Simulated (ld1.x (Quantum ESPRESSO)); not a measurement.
**What one change does to a pseudopotential (nickel (Ni), TM)**

* Element: Ni (Z = 28)
* Generator: ld1.x (Quantum ESPRESSO) 7.5
* Type: norm-conserving Troullier–Martins (Kleinman–Bylander form)
* Functional: PBE
* Relativity: fully relativistic
* Frozen core: [Ne] 3s2
* Valence charge: 16
* Reference configuration: 3p6 3d8 4s1 4p0 (charge +1)
* Partial waves: 3p (bound): rc 0.65 bohr; 3d (bound): rc 1.65 bohr; 4s (bound): rc 2.00 bohr
* Local potential: the s channel
* Core correction: none

Open shells are filled in proportion to 2j + 1 (rel_dist='average').

All-electron outer shells of the reference configuration (PBE, scalar-relativistic, ld1.x):

| shell | level (eV) | outermost node (bohr) | outermost maximum (bohr) |
| --- | --- | --- | --- |
| 3s | -120.17 | 0.30 | 0.64 |
| 3p | -80.51 | 0.27 | 0.65 |
| 3d | -17.92 | – | 0.63 |
| 4s | -13.18 | 0.92 | 2.13 |
| 4p | -7.58 | 0.99 | 2.70 |

Change: local potential the d channel.

Cutoffs: the cutoffs (Ry, on a coarse ladder) from which the occupation-weighted sum of valence levels, in a spherical-Bessel basis at the reference potential, stays within 10 and 1 mRy of its value at 400 Ry; they do not see the model core or the augmentation charge, which bear on the density cutoff. Errors are all-electron minus pseudo energies relative to the spin-unpolarised reference configuration.

Problem. What does the change do?

Solution. A bound ghost appears in s, which as a rule spoils a file; the p1/2, p3/2 channel binds one level more than in the base; of the 7 tests that both files solve, the error grows in 0 and shrinks in 7 by more than 15 % and 0.3 meV (median size 191.3 → 8.9 meV). In the separable form a ghost depends on how the local part lies against the semilocal potential of the channel, so the choice of the local part can create or remove one. In the changed file the local d channel has no projectors, so it cannot carry the spin–orbit splitting, and the file is wrong for that shell.

```tsv
quantity	base	changed
cutoff, loose	180 Ry	180 Ry
cutoff, tight	over 300 Ry	over 300 Ry
loose cutoff by channel (10 mRy a level)	p 140 Ry, d 90 Ry, s 8 Ry	s 12 Ry, p 120 Ry, d 90 Ry
bound ghosts	none	s
largest miss of a reference level, eV	0.01	0.15
error for 3p6 3d8 4s2 4p0, meV [ΔE -9.32 eV]	-1.2	-0.2
error for 3p6 3d8 4s0 4p0, meV [ΔE 17.35 eV]	-3.5	-2.1
error for 3p6 3d7 4s0 4p0, meV [ΔE 54.82 eV]	-191	-29
error for 3p6 3d7 4s2 4p1, meV [ΔE 1.22 eV]	-1161	-493
error for 3p6 3d6 4s0 4p0, meV [ΔE 112.37 eV]	-694	-6.8
error for 3p6 3d8 4s1 4p1, meV [ΔE -4.73 eV]	-635	-284
error for 3p6 3d8.5 4s1.5 4p0, meV [ΔE -10.51 eV]	-29	-8.9
s: phases at 2.20 bohr within 0.05 rad from the reference energy up to (Ry; the scan ends near 5)	3.3	2.6
p1/2: phases at 2.20 bohr within 0.05 rad from the reference energy up to (Ry; the scan ends near 5)	-2.0	-1.3
p3/2: phases at 2.20 bohr within 0.05 rad from the reference energy up to (Ry; the scan ends near 5)	-1.9	-1.2
d3/2: phases at 2.20 bohr within 0.05 rad from the reference energy up to (Ry; the scan ends near 5)	-0.0	n/a
d5/2: phases at 2.20 bohr within 0.05 rad from the reference energy up to (Ry; the scan ends near 5)	-0.0	0.4
```

Base: These tests converged, but a pseudo level misses the all-electron one widely, so the file describes the atom poorly there or has found another state: 3p6 3d7 4s0 4p0: empty 4p by 3.1 eV (a node warning on the way); 3p6 3d6 4s0 4p0: empty 4p by 4.8 eV (a node warning on the way). A true bound ghost makes a file unfit for plane-wave use even where its test errors are small: the radial tests pick states by their node count and pass the ghost by.
